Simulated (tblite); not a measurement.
Compound: C₅H₁₁O₂P.
SMILES with atom numbers: `[CH3:1][O:2][CH2:3][P@@H:4](=[O:5])[CH:6]1[CH2:7][CH2:8]1` (hydrogens: H9, H10, H11 on C1; H12, H13 on C3; H14 on P4; H15 on C6; H16, H17 on C7; H18, H19 on C8)

Computed with GFN2-xTB (tblite), gas phase: Langevin dynamics at 200 K from the optimised GFN2-xTB geometry, time step 0.5 fs, friction 0.01 fs⁻¹, 2000 steps.

Start geometry:
```
atom  x, y, z in Å
C1      2.635   -1.266    0.010
O2      1.396   -0.692    0.352
C3      1.386    0.703    0.224
P4     -0.284    1.343    0.658
O5     -0.304    2.804    0.756
C6     -1.456    0.624   -0.516
C7     -1.692   -0.855   -0.481
C8     -2.733    0.068    0.052
H9      2.896   -1.048   -1.033
H10     2.527   -2.341    0.141
H11     3.436   -0.895    0.659
H12     2.119    1.185    0.893
H13     1.622    1.025   -0.806
H14    -0.564    0.657    1.839
H15    -1.498    1.154   -1.461
H16    -1.879   -1.358   -1.418
H17    -1.105   -1.430    0.218
H18    -3.643    0.210   -0.511
H19    -2.872    0.121    1.123
```

The statistics below take the 31 frames saved every 25 fs from 250 to 1000 fs; their kinetic temperature (all 3N coordinates) averages 202 K.

Problem. How do the bond lengths spread?

Solution. 
| bond | start (Å) | mean (Å) | standard deviation (Å) | shortest (Å) | longest (Å) |
| --- | --- | --- | --- | --- | --- |
| C1–O2 | 1.407 | 1.414 | 0.032 | 1.350 | 1.512 |
| O2–C3 | 1.401 | 1.406 | 0.021 | 1.373 | 1.454 |
| C3–P4 | 1.840 | 1.841 | 0.029 | 1.788 | 1.900 |
| P4=O5 | 1.465 | 1.464 | 0.015 | 1.439 | 1.498 |
| P4–C6 | 1.808 | 1.811 | 0.025 | 1.768 | 1.860 |
| C6–C7 | 1.497 | 1.508 | 0.029 | 1.451 | 1.568 |
| C7–C8 | 1.490 | 1.499 | 0.026 | 1.437 | 1.547 |
| C6–C8 | 1.504 | 1.512 | 0.020 | 1.482 | 1.550 |
| C1–H9 | 1.097 | 1.098 | 0.020 | 1.058 | 1.136 |
| C1–H10 | 1.088 | 1.093 | 0.030 | 1.037 | 1.147 |
| C1–H11 | 1.097 | 1.097 | 0.021 | 1.067 | 1.143 |
| C3–H12 | 1.103 | 1.098 | 0.019 | 1.047 | 1.125 |
| C3–H13 | 1.104 | 1.106 | 0.024 | 1.055 | 1.151 |
| P4–H14 | 1.394 | 1.396 | 0.024 | 1.349 | 1.452 |
| C6–H15 | 1.084 | 1.088 | 0.029 | 1.041 | 1.140 |
| C7–H16 | 1.080 | 1.083 | 0.022 | 1.037 | 1.127 |
| C7–H17 | 1.079 | 1.081 | 0.019 | 1.043 | 1.123 |
| C8–H18 | 1.080 | 1.083 | 0.021 | 1.037 | 1.116 |
| C8–H19 | 1.081 | 1.086 | 0.022 | 1.049 | 1.139 |

Problem. Give the same statistics for bond angles, one of each kind among heavy atoms.

Solution. 
| angle | start (°) | mean (°) | standard deviation (°) | smallest (°) | largest (°) |
| --- | --- | --- | --- | --- | --- |
| C1–O2–C3 | 113.0 | 113.1 | 2.6 | 107.6 | 118.2 |
| O2–C3–P4 | 109.3 | 110.3 | 4.2 | 100.7 | 118.1 |
| C3–P4–O5 | 112.0 | 111.4 | 3.0 | 106.9 | 118.3 |
| C3–P4–C6 | 107.3 | 107.6 | 3.1 | 102.4 | 116.3 |
| O5–P4–C6 | 115.5 | 115.0 | 2.4 | 108.6 | 119.8 |
| P4–C6–C7 | 118.7 | 117.9 | 3.5 | 109.9 | 127.1 |
| P4–C6–C8 | 116.9 | 117.4 | 3.3 | 111.3 | 124.5 |
| C7–C6–C8 | 59.5 | 59.5 | 1.4 | 56.4 | 62.8 |
| C6–C7–C8 | 60.5 | 60.4 | 1.3 | 58.0 | 63.4 |
| C6–C8–C7 | 60.0 | 60.1 | 1.6 | 57.2 | 63.3 |

Problem. How far does each atom move about its mean position (frames aligned on the start, all atoms weighted alike), and what rms force does it feel?

Solution. 
| atom | rms displacement (Å) | rms force (eV/Å) |
| --- | --- | --- |
| C1 | 0.17 | 1.61 |
| O2 | 0.26 | 1.15 |
| C3 | 0.14 | 1.34 |
| P4 | 0.11 | 1.46 |
| O5 | 0.18 | 1.01 |
| C6 | 0.12 | 1.47 |
| C7 | 0.19 | 1.59 |
| C8 | 0.14 | 1.50 |
| H9 | 0.45 | 0.71 |
| H10 | 0.33 | 1.05 |
| H11 | 0.41 | 0.78 |
| H12 | 0.25 | 0.76 |
| H13 | 0.27 | 0.84 |
| H14 | 0.18 | 0.57 |
| H15 | 0.28 | 0.94 |
| H16 | 0.30 | 0.84 |
| H17 | 0.31 | 0.74 |
| H18 | 0.25 | 0.81 |
| H19 | 0.28 | 0.76 |

The displacements run from 0.11 to 0.45 Å, the largest at H9.

Problem. Follow the torsions C1–O2–C3–P4, O2–C3–P4–O5 and C3–P4–C6–C7 through every second one of these frames.

Solution. 
| t (fs) | C1–O2–C3–P4 (°) | O2–C3–P4–O5 (°) | C3–P4–C6–C7 (°) |
| --- | --- | --- | --- |
| 250 | 172 | 155 | 57 |
| 300 | 164 | 154 | 55 |
| 350 | 166 | 159 | 68 |
| 400 | 167 | 152 | 68 |
| 450 | 169 | 141 | 64 |
| 500 | 180 | 141 | 59 |
| 550 | -170 | 158 | 56 |
| 600 | -155 | 165 | 50 |
| 650 | -161 | 163 | 51 |
| 700 | -161 | 169 | 61 |
| 750 | -171 | 160 | 64 |
| 800 | 175 | 150 | 67 |
| 850 | 173 | 153 | 70 |
| 900 | -175 | 159 | 79 |
| 950 | -170 | 177 | 86 |
| 1000 | 175 | 180 | 84 |

Largest departure from the start value over all these frames: C1–O2–C3–P4 27° (start 179°), O2–C3–P4–O5 33° (start 171°), C3–P4–C6–C7 20° (start 66°).

Problem. How widely does the potential energy scatter, against a harmonic estimate?

Solution. Mean 0.44 eV above the start, standard deviation 0.059 eV, range 0.31 to 0.54 eV. For 51 classical harmonic modes at 200 K the canonical values are 51kT/2 = 0.44 eV and kT·√(51/2) = 0.087 eV.

The run is classical and short, so these are rough statistics of one trajectory.

What follows is the cost of the whole dynamics run. The run took 14 s wall on one thread, Arm Neoverse V1 (aarch64), on a shared host, and the process peaked at 0.18 GiB of memory.
